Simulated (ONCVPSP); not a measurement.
**Potentials for copper compared**

Generated with ld1.x 7.5 (TM, RRKJ, ultrasoft, PAW), atompaw 4.2 or ONCVPSP 4.0.1. The cutoff is in Ry: for ld1.x and atompaw files where the sum of valence levels is converged to 10 mRy in a Bessel basis, for ONCV files where the hardest occupied wave has 1 mHa per electron of residual kinetic energy. The error is the largest all-electron minus pseudo excitation energy over each file’s own four to seven test configurations (ionisations up to +4, promotions, holes and added fractions of an electron), all of which were solved. The labels leave out finer settings (local radius, basis sizes, second energies), which also bear on the numbers. Spin-polarised tests are not counted. The rows are a selection from randomly drawn settings: files with unsolved tests, undetermined cutoffs or missed reference levels are left out.

```csv
potential,cutoff (Ry),largest error (meV),bound ghosts
"ONCV, PBEsol, scalar-relativistic, rc 1.20/1.05/1.30 (spd), local smoothed, core correction yes, reference 3s2 3p6 3d9 4s2, qcut 13.2/13.3/10.1, projectors 2/3/1",94,+31,none
"ONCV, PBEsol, scalar-relativistic, rc 1.10/0.80/1.05 (spd), local smoothed, core correction no, reference 3s2 3p6 3d8, qcut 10.3/10.8/14.2, projectors 2/1/2",169,+26,none
"ONCV, LDA (Perdew-Wang 92), scalar-relativistic, rc 1.30/0.90/1.15 (spd), local smoothed, core correction no, reference 3s2 3p6 3d9 4s2, qcut 8.6/14.1/13.4, projectors 2/2/2",145,+15,none
```

Task: Fill in the row for Cu: ONCV, PW91, scalar-relativistic, rc 1.40/0.70/1.50 (spd), local smoothed, core correction yes, reference 3s2 3p6 3d9 4s2, qcut 6.9/12.9/12.7, projectors 3/2/2.

Result: cutoff 167 Ry, largest error +47 meV, bound ghosts: none.

Task: Fill in the row for Cu: ONCV, PBE, scalar-relativistic, rc 1.00/1.40/1.15 (spd), local smoothed, core correction yes, reference 3s2 3p6 3d10 4p1, qcut 10.1/11.4/10.8, projectors 2/2/2.

Result: cutoff 110 Ry, largest error -79 meV, bound ghosts: none.

Task: Fill in the row for Cu: ONCV, Wu-Cohen, scalar-relativistic, rc 1.15/0.80/1.10 (spd), local smoothed, core correction no, reference 3s2 3p6 3d9 4s2, qcut 9.7/10.8/13.3, projectors 3/2/2.

Result: cutoff 150 Ry, largest error +13 meV, bound ghosts: none.
